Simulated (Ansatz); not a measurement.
`BC1C=N1` + `C[SiH2]O` → `BO[SiH2]C` + `C1=NC1` at 298.15 K and 1 bar (ligand exchange at a B–C bond).

Computed with Ansatz on PBE0-D4/def2-TZVP structures; ΔE is electronic, products minus reactants. CCSD(T)/CBS adds triple-zeta CCSD(T) − MP2 to the extrapolated MP2 energy (def2 sets, frozen cores). This one scheme is used for every species. Each species was taken in one conformer, which may not be the lowest.

```csv
species,CCSD(T)/CBS energy (Eh),H − E (kJ/mol),S (J/(mol·K))
`BC1C=N1`,-157.89968,161.0,278.4
`C[SiH2]O`,-405.96945,193.7,296.5
`BO[SiH2]C`,-431.39483,229.2,330.8
`C1=NC1`,-132.51911,129.6,245.4
```

H − E and S are ideal-gas, rigid-rotor, harmonic terms from PBE0-D4/def2-TZVP, for one conformer and one mirror image of each species. 1 Eh = 2625.50 kJ/mol, R = 8.31446 J/(mol·K).

Question: By hand: ΔE, ΔH, ΔS and ΔG.

Answer: ΔE = (-431.39483) + (-132.51911) − (-157.89968) − (-405.96945) = -0.04481 Eh = -117.6 kJ/mol. Δ(H − E) = 229.2 + 129.6 − 161.0 − 193.7 = 4.1, so ΔH = -113.5 kJ/mol. ΔS = 330.8 + 245.4 − 278.4 − 296.5 = 1.3 J/(mol·K). ΔG = -113.5 − 298.15 × (1.3)/1000 = -113.9 kJ/mol.

Question: By hand: the equilibrium constant, and the temperature at which ΔG would vanish if ΔH and ΔS stayed fixed.

Answer: log₁₀ K = −ΔG/(RT ln 10) = 20.0. ΔH and −TΔS have one sign here, so there is no such temperature. One of them is within its doubt of zero, so this could turn.

The number of gas molecules stays the same, so ΔS is small and ΔH decides. A doubt of 5 kJ/mol in ΔE shifts log₁₀ K by 0.9 here. Other conformers and mirror images would add mixing entropy, several J/(mol·K) or more a flexible species. Modes under 60 cm⁻¹, often nearly free rotors, make the harmonic entropy too high. These are equilibria of isolated gas molecules and say nothing of rates. Largest T1 diagnostic: 0.013 (customary marks: 0.02 for closed shells, 0.045 for open ones).
